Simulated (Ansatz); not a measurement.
`S[SiH]1C[SiH2]C1` from Hartree–Fock to CCSD(T)

Z-matrix (Å, degrees):
```
Si
C 1 1.887
Si 1 2.593 2 46.8
S 1 2.141 2 118.2 3 130.4
C 1 1.882 2 91.9 3 14.3
H 1 1.488 2 111.1 3 -101.3
H 2 1.089 1 118.3 3 121.1
H 2 1.093 1 111.5 3 -111.4
H 3 1.488 1 138.5 2 80.4
H 3 1.488 1 112.5 2 -100.0
H 4 1.344 1 94.7 2 76.1
H 5 1.089 1 118.3 2 -135.7
H 5 1.094 1 111.5 2 97.0
```

The species carries charge 0 and has multiplicity 1. All single points use the PBE0-D4/def2-TZVP geometry. It is one conformer, not always the lowest. Frozen core, restricted reference, Ansatz 0.2.0. CBS rows extrapolate triple and quadruple zeta; past MP2 they add the triple-zeta difference.

```json
{"basis": "def2-TZVPP", "HF (Eh)": "-1055.89363", "MP2 corr.": "-0.76706"}
{"basis": "def2-QZVPP", "HF (Eh)": "-1055.92637", "MP2 corr.": "-0.82292"}
```

Estimate the CCSD correlation energy and the (T) correction in each basis where they were run (hartree).


| basis | CCSD corr. | (T) |
| --- | --- | --- |
| def2-TZVPP | -0.83198 | -0.03644 |
| CBS(def2) | -0.92921 | as TZ |
